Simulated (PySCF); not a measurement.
Match each property card to its molecule.

Structures:
1. `C=CC[SiH2]C#C[SiH2]CC#N`
2. `C(Cl)[Si@H](Cl)CC1CC1`
3. `C=CC(=O)[Si@@H](F)C(C)(C)C`
4. `CC(=O)O[SiH2]C/C(F)=C\F`
5. `N#CC[Si@@H]([SiH2]N)N([SiH3])[SiH3]`

Card P (geometry GFN2-xTB):
- Rotational constants A, B, C: 1.147, 0.518, 0.467 GHz
- Point group: C1
- Dipole moment (PBE0/pcSseg-1): 3.08 D
- Isotropic shieldings of nuclei other than C and H, by class (GIAO PBE0/pcSseg-1): -27 (1 N), 269 (1 N), 280 (1 N), 363 (1 Si), 398 (2 Si), 405 (1 Si) ppm
- 13C chemical shifts (computed TMS as zero) by class (GIAO PBE0/pcSseg-1): 124.3 (1 C), 2.3 (1 C) ppm

Card Q (geometry GFN2-xTB):
- Rotational constants A, B, C: 1.061, 0.999, 0.587 GHz
- 13C chemical shifts (computed TMS as zero) by class (GIAO PBE0/pcSseg-1): 33.3 (1 C), 22.4 (1 C), 7.8 (1 C), 6.7 (1 C), 6.6 (1 C) ppm
- Point group: C1
- Dipole moment (PBE0/pcSseg-1): 0.81 D
- HOMO energy (PBE0/pcSseg-1): -7.84 eV
- Isotropic shieldings of nuclei other than C and H, by class (GIAO PBE0/pcSseg-1): 347 (1 Si), 938 (1 Cl), 980 (1 Cl) ppm

Card R (geometry GFN2-xTB):
* Rotational constants A, B, C: 1.833, 0.789, 0.648 GHz
* HOMO energy (PBE0/pcSseg-1): -7.05 eV
* Dipole moment (PBE0/pcSseg-1): 1.59 D
* 13C chemical shifts (computed TMS as zero) by class (GIAO PBE0/pcSseg-1): 235.9 (1 C), 150.6 (1 C), 144.6 (1 C), 26.4 (3 C), 24.6 (1 C) ppm

Card S (geometry GFN2-xTB):
* Rotational constants A, B, C: 2.576, 0.442, 0.419 GHz
* Dipole moment (PBE0/pcSseg-1): 2.22 D
* 13C chemical shifts (computed TMS as zero) by class (GIAO PBE0/pcSseg-1): 177.7 (1 C), 162.1 (1 C), 148.5 (1 C), 23.7 (1 C), 16.3 (1 C) ppm
* Isotropic shieldings of nuclei other than C and H, by class (GIAO PBE0/pcSseg-1): -135 (1 O), 132 (1 O), 330 (1 F), 357 (1 F), 374 (1 Si) ppm
* HOMO energy (PBE0/pcSseg-1): -7.12 eV

Card T (geometry GFN2-xTB):
- Rotational constants A, B, C: 5.071, 0.228, 0.223 GHz
- HOMO energy (PBE0/pcSseg-1): -7.43 eV
- Dipole moment (PBE0/pcSseg-1): 4.52 D
- Isotropic shieldings of nuclei other than C and H, by class (GIAO PBE0/pcSseg-1): -30 (1 N), 416 (1 Si), 416 (1 Si) ppm
- Point group: C1

All species are isolated and taken at one optimised geometry, non-relativistic unless stated. Electronic properties by PySCF. NMR classes are plain means over equivalent atoms (diastereotopic ones count apart unless rotation or inversion swaps them), as if these changed places fast.

Problem. Which card belongs to which structure?

Solution. P = 5, Q = 2, R = 3, S = 4, T = 1. What ties each card to its structure:
- 1 (card T), C7H11NSi2, monoisotopic mass 165.0 u, 10 heavy atoms: an asymmetric top with C = 0.223 GHz, the lowest such constant on the cards; dipole 4.52 D.
- 2 (card Q), C5H10Cl2Si, monoisotopic mass 168.0 u, 8 heavy atoms: 5 C in 5 classes; the least shielded carbon (33.3 ppm) is an sp3 C–Cl carbon; an asymmetric top with C = 0.587 GHz; dipole 0.81 D.
- 3 (card R), C7H13FOSi, monoisotopic mass 160.1 u, 10 heavy atoms: 7 C in 5 classes; the least shielded carbon (235.9 ppm) is a carbonyl carbon; an asymmetric top with C = 0.648 GHz, the highest such constant on the cards; dipole 1.59 D.
- 4 (card S), C5H8F2O2Si, monoisotopic mass 166.0 u, 10 heavy atoms: 5 C in 5 classes; the least shielded carbon (177.7 ppm) is a carbonyl carbon; an asymmetric top with C = 0.419 GHz; dipole 2.22 D.
- 5 (card P), C2H13N3Si4, monoisotopic mass 191.0 u, 9 heavy atoms: 2 C in 2 classes; the least shielded carbon (124.3 ppm) is a nitrile carbon; an asymmetric top with C = 0.467 GHz; dipole 3.08 D.
